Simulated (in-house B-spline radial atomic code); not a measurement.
How numerical settings move a run on Sm III (Sm2+), [Xe] 4f6. Computed with an all-electron radial atomic-structure program (B-spline basis): Dirac-Kohn-Sham LDA VWN5, spherical fractional occupations, Fermi nucleus of rms radius 5.0819 fm.

Command:
```bash
python run_scf.py task.json out
```
Settings of the sound reference run:
```
Z                62
electrons        60
configuration    [Xe] 4f6
hamiltonian      dirac
method           lda,vwn
spin_polarised   False
nucleus          fermi
rms_radius       5.0819
mass_number      152
atomic_mass      151.9197
speed_of_light   137.036
knot_spacing     0.22
spline_order     8
gauss_points     12
box_radius       22.22
max_iterations   70
damping          0.5
damped_steps     3
diis_vectors     10
tolerance        1e-08
start            Thomas-Fermi
```

Run time, properties included: 2.1 s on 1 thread of Arm Neoverse N1 (shared host).

It converges in 10 iterations to -10425.979658 hartree, with 4f7/2 at -15.7542 eV. The other runs change the listed settings, some to values that make no sense; their results aren't properties of the atom or ion. Radii are in bohr (the nuclear one in fm), a minus after a letter asks for a j subshell, and «unchanged» means within 1e-8 hartree. The run stops when the residual is below 10 × tolerance × max(1, Z/10), or a noise floor if that is larger, and the energy moves by less than 1e-8 × √|E| hartree; so very loose and very tight tolerances often act alike.

| changed settings | outcome |
| --- | --- |
| gauss_points = 8, first_knot = 1.61e-06, max_iterations = 100, damped_steps = 8, start = bare nucleus | converged in 15 iterations, energy -2.05e-07 hartree from the reference, 4f7/2 level +5.1e-05 eV |
| electrons = 61, configuration = [Xe] 4f6 6p-1, max_iterations = 100 | converged in 11 iterations to -10426.2844 hartree, a different physical problem |
| max_iterations = 12 | converged in 10 iterations, energy unchanged |
| max_iterations = 2 | not converged after 2 iterations, last residual 9.3e-01, last energy +2.25e+01 hartree from the reference |
| max_iterations = 3 | not converged after 3 iterations, last residual 1.7e-01, last energy +7.03e-01 hartree from the reference |
| damping = 0.95 | converged in 12 iterations, energy unchanged, 4f7/2 level +1.7e-05 eV |
| max_iterations = 12, damping = 0.8, start = bare nucleus | not converged after 12 iterations, last residual 9.0e-05, last energy +4.66e-07 hartree from the reference |
| method = hf, speed_of_light = 31.01125 | stopped with error: Z/c is past the critical charge |
| electrons = 61, configuration = [Xe] 4f6 2f1, max_iterations = 50 | stopped with error: there is no 2f shell |
| max_iterations = 50, damping = 0.95, start = bare nucleus | converged in 12 iterations, energy unchanged, 4f7/2 level +8.3e-06 eV |
| max_iterations = 8 | not converged after 8 iterations, last residual 4.6e-05, last energy +1.60e-08 hartree from the reference |
| damping = 0.2 | converged in 12 iterations, energy unchanged, 4f7/2 level +3.2e-05 eV |

Task: What happens with max_iterations = 5?

Result: Not converged after 5 iterations, last residual 3.5e-02, last energy +2.20e-02 hartree from the reference.

Task: What happens with knot_spacing = 0.1, max_iterations = 75, tolerance = 1e-05?

Result: Converged in 9 iterations, energy -5.19e-07 hartree from the reference, 4f7/2 level -1.3e-03 eV.

Task: What happens with damping = 0.8?

Result: Converged in 12 iterations, energy unchanged, 4f7/2 level +4.2e-05 eV.

Task: What happens with start = bare nucleus?

Result: Converged in 13 iterations, energy unchanged, 4f7/2 level +6.2e-05 eV.
